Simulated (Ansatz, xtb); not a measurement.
Species: C$_{4}$H$_{3}$N$_{2}$, charge 0, multiplicity 2. It need not be the lowest isomer of its formula. SMILES: c1n[c]ncc1
Structure (B3LYP-D3(BJ)/def2-TZVP (Ansatz, an electronic-structure program) minimum search):
```xyz
9

C     -0.0095    -1.3225    -0.0236
N      1.1781    -0.7892    -0.0507
C      1.1903     0.5524    -0.0269
C      0.0092     1.2810     0.0228
C     -1.1822     0.5682     0.0468
N     -1.1894    -0.7735     0.0228
H      2.1599     1.0368    -0.0481
H      0.0170     2.3617     0.0421
H     -2.1448     1.0655     0.0856
```
Charge 0, spin multiplicity 2.

Harmonic wavenumbers from GFN2-xTB (xtb, at its own minimum), cm⁻¹: 221, 329, 503, 652, 680, 759, 897, 915, 954, 1090, 1093, 1154, 1180, 1233, 1366, 1398, 1510, 1546, 3042, 3046, 3101.

Problem. Give the harmonic wavenumbers at B3LYP-D3(BJ)/def2-TZVP (Ansatz, finite differences of forces, unscaled).

Solution. 381, 386, 589, 709, 742, 808, 989, 997, 1004, 1074, 1106, 1164, 1177, 1308, 1420, 1457, 1571, 1578, 3167, 3171, 3209 cm⁻¹. Zero-point energy 40.0 kcal/mol.

Problem. From these and the geometry, give the ideal-gas thermochemistry at 298.15 K and 1 atm (rigid rotor, harmonic oscillator).

Solution. Point group C2v, rotational symmetry number 2. Rotational constants 6.924, 6.127, 3.251 GHz. S(trans) 39.02, S(rot) 23.88, S(vib) 3.86, S(elec, spin only) 1.38, S 68.1 cal/(mol K). H(298) - H(0) 3.21 kcal/mol; G - E(el) 22.9 kcal/mol.
